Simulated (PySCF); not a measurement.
Computed IR spectrum (relative IR intensity) of a molecule C2H3ClF2Si. Geometry optimised at PBE0-D3(BJ)/def2-SVP. One conformer was computed; it need not be the lowest. All values below come from PySCF 2.14.0 with PBE0-D3(BJ)/def2-SVP. Frequencies are harmonic and unscaled.

Lines under 2 % of the strongest are left out, and lines within 2 cm⁻¹ are merged.

| ν (cm⁻¹) | relative intensity |
|---|---|
| 304 | 3.5 |
| 328 | 5.3 |
| 441 | 6.5 |
| 509 | 6.2 |
| 563 | 28 |
| 627 | 9.9 |
| 633 | 11 |
| 868 | 100 |
| 887 | 16 |
| 935 | 46 |
| 1226 | 82 |
| 1235 | 27 |
| 1749 | 24 |
| 2274 | 31 |
| 2293 | 30 |

Q: Pick the molecule that these values belong to.
(A) F[SiH2]/C(F)=C\Cl
(B) C=C(Cl)[SiH](F)F
(C) F/C=C(/F)[SiH2]Cl
(D) F[SiH2]/C=C(/F)Cl

A: C, F/C=C(/F)[SiH2]Cl
